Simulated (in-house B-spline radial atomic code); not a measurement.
**BSE on G0W0@HF excitations of neutral barium**

Method: BSE on G0W0@HF. Computed with an all-electron radial atomic-structure program (B-spline basis): linear response of the closed shell [Xe] 6s2 with a statically screened interaction on G0W0 levels; scalar-relativistic (spin-free one-electron X2C), finite nucleus, no spin-orbit coupling, no double excitations, S, P, D and F terms only; shells from n = 4 respond.

Spin-orbit coupling is strong here, so these LS terms don't match observed levels.

Only levels near the gap carry their own quasi-particle shift, so the BSE energies are approximate.

Command:
```bash
python run_td.py task.json out
```
Settings (radii: box in bohr, nucleus in fm):
```
Z                        56
electrons                56
configuration            [Xe] 6s2
hamiltonian              x2c
method                   bse
box_radius               75
rms_radius               4.8378
intervals                76
```

Cost of the run: 26 s on 1 thread of Arm Neoverse N1 (shared host).

The lowest states, in the order of their Tamm-Dancoff energies; the method's threshold (minus the highest G0W0 level) is 5.303 eV. Labels give the largest channel, * marks a mixed state, and oscillator strengths are full-response dipole values. Measured ¹D terms are left out, since they can mix with doubly excited terms. Energies in eV:

```
     state  full response  Tamm-Dancoff  oscillator strength  measured (J-weighted term)
6s → 6p 3P          1.802         1.872                    -                       1.622
6s → 5d 3D          1.934         1.969                    -                       1.160
6s → 5d 1D          2.721         2.780                    -                           -
6s → 6p 1P          3.049         3.200                 2.61                       2.239
6s → 7s 3S          3.450         3.458                    -                           -
6s → 7s 1S          3.736         3.744                    -                           -
6s → 7p 3P              ?             ?                    -                           -
6s → 6d 3D              ?             ?                    -                           -
6s → 6d 1D          4.039         4.041                    -                           -
6s → 7p 1P          4.091         4.132                0.181                       4.035
```

Question: Where does 6s → 7p 3P lie?

Answer: At 3.928 eV in full response, 3.931 eV in Tamm-Dancoff.

Question: Where does 6s → 6d 3D lie?

Answer: At 3.991 eV in full response, 3.992 eV in Tamm-Dancoff.

Question: How large is the singlet-triplet splitting of 6s → 5d (D terms) in Tamm-Dancoff?

Answer: 0.81 eV, from the unrounded values.

Question: What polarisabilities and dispersion coefficient does the method give?

Answer: Dipole 229.5 bohr³, quadrupole 7457 bohr⁵, C6 4861 hartree·bohr⁶ for two such species. Recommended dipole value: 272 ± 10 bohr³ (Schwerdtfeger and Nagle, table of static dipole polarizabilities (2023 update)), which includes relativity and correlation.
